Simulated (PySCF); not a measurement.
HOSi, SMILES [SiH]=O, multiplicity 2. Geometry: PBE0-D3(BJ)/def2-TZVPD. The isomer is the one that the SMILES or the coordinates give; other isomers of the formula were not compared.

Question: Give the equilibrium geometry at PBE0-D3(BJ)/def2-TZVPD (PySCF confirms it by a frequency run) as Cartesian coordinates in Å, and its point group. (Estimate from the structure and the level; the computed values follow.)

Answer: point group Cs.
```xyz
3

O      0.0832     1.0235     0.0000
Si    -0.1260    -0.4850     0.0000
H      1.0984    -1.3989     0.0000
```
Charge 0, spin multiplicity 2.
